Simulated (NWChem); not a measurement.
C4H6S; SMILES C#CCCS

```xyz
11

C      0.9417    -2.4369     0.1655
C      0.0593    -1.6447    -0.0607
C     -1.0226    -0.6936    -0.3116
C     -0.8693     0.6493     0.4300
S      0.5796     1.6654    -0.0696
H      1.7325    -3.1254     0.3580
H     -1.9784    -1.1406    -0.0001
H     -1.1118    -0.5061    -1.3903
H     -1.7819     1.2406     0.3106
H     -0.7283     0.4717     1.4998
H      0.1484     1.9443    -1.3199
```
Atoms are numbered in this order, from 1.

Computed with NWChem. Pople sets run with spherical d functions. Geometry: optimised at B3LYP/6-31G* (spherical d). B3LYP is NWChem's, with the RPA form of VWN correlation. Level: B3LYP/6-31G* with SMD (1 M gas to 1 M solution), gas-phase geometry.

Q: Predict the results for solvent toluene. Quantities: solvation free energy (kcal/mol); cavity-dispersion-structure term (kcal/mol); dipole in solution (D).

A: 
```json
{
  "solvation free energy (kcal/mol)": "-5.9",
  "cavity-dispersion-structure term (kcal/mol)": "-2.0",
  "dipole in solution (D)": "2.30"
}
```
